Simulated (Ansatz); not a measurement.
H3InS3, SMILES `[In]([SH])([SH])[SH]` with one electron removed (charge 1, multiplicity 2), frozen-core CCSD(T)/def2-TZVPP // PBE0-D4/def2-TZVP (Ansatz, a first-principles code). The calculation was stopped at its time limit.

Ansatz 0.2 input:
```yaml
crystal:
  periodic: [false, false, false]
  atoms:
    - { symbol: S, position_ang: [-1.835122, 1.508272, 0.031458] }
    - { symbol: In, position_ang: [-0.000438, 0.000069, -0.000647] }
    - { symbol: S, position_ang: [2.188129, 0.802081, -0.45731] }
    - { symbol: S, position_ang: [-0.353202, -2.310238, 0.423327] }
    - { symbol: H, position_ang: [-1.064693, 2.571969, -0.252917] }
    - { symbol: H, position_ang: [2.741846, -0.416943, -0.34233] }
    - { symbol: H, position_ang: [-1.676519, -2.155209, 0.59842] }
basis:
  gaussian: { orbitals: def2-TZVPP }
correlation:
  method: ccsd_t
total_charge: 1
magnetization:
  spin_polarized: true
  initial_magnetization: 1
```

The last lines of the output:

```
mean field evaluation 160: about -37642.5036 eV, gradient 1.3e0 eV
mean field evaluation 192: about -37642.5816 eV, gradient 2.9e-1 eV
mean field evaluation 224: about -37639.8353 eV, gradient 1.8e-3 eV
mean field evaluation 256: about -37642.6161 eV, gradient 2.5e-1 eV
mean field evaluation 288: about -37643.7186 eV, gradient 4.8e-2 eV
mean field evaluation 320: about -37642.5493 eV, gradient 3.0e-4 eV
mean field -37643.71905706 eV, -1383.3811595177 hartree, gradient 2.1e-6 eV, S^2 0.764751; 15 other end points of the search recorded, 0 dependent functions left out
determinant -37643.71905706 eV, -1383.3811595177 hartree, with singles and doubles -37666.22827165 eV, -1384.2083578967 hartree
determinant -37643.71869008 eV, -1383.3811460314 hartree, with singles and doubles -37666.22787416 eV, -1384.2083432892 hartree
determinant -37643.71859395 eV, -1383.3811424988 hartree, with singles and doubles -37666.22779121 eV, -1384.2083402408 hartree
determinant -37643.18476324 eV, -1383.3615245820 hartree, with singles and doubles -37666.16950279 eV, -1384.2061981807 hartree
determinant -37643.18461548 eV, -1383.3615191521 hartree, with singles and doubles -37666.03402513 eV, -1384.2012194686 hartree
determinant -37643.18424010 eV, -1383.3615053570 hartree, with singles and doubles -37666.03374512 eV, -1384.2012091783 hartree
determinant -37642.61723831 eV, -1383.3406684254 hartree, with singles and doubles -37665.21358189 eV, -1384.1710687356 hartree
determinant -37642.60158757 eV, -1383.3400932715 hartree, with singles and doubles -37665.66334575 eV, -1384.1875972526 hartree
determinant -37642.54877812 eV, -1383.3381525601 hartree, with singles and doubles -37665.22594518 eV, -1384.1715230782 hartree
determinant -37643.71905706 eV, -1383.3811595177 hartree, with singles and doubles -37666.09728220 eV, -1384.2035441229 hartree
determinant -37643.71869008 eV, -1383.3811460314 hartree, with singles and doubles -37666.09695833 eV, -1384.2035322212 hartree
determinant -37643.71859395 eV, -1383.3811424988 hartree, with singles and doubles -37666.09684890 eV, -1384.2035281998 hartree
determinant -37643.18476324 eV, -1383.3615245820 hartree, with singles and doubles -37666.03413490 eV, -1384.2012235028 hartree
determinant -37643.71905706 eV, -1383.3811595177 hartree, with singles and doubles -37666.11884527 eV, -1384.2043365515 hartree
determinant -37643.71869008 eV, -1383.3811460314 hartree, with singles and doubles -37666.11852914 eV, -1384.2043249336 hartree
```
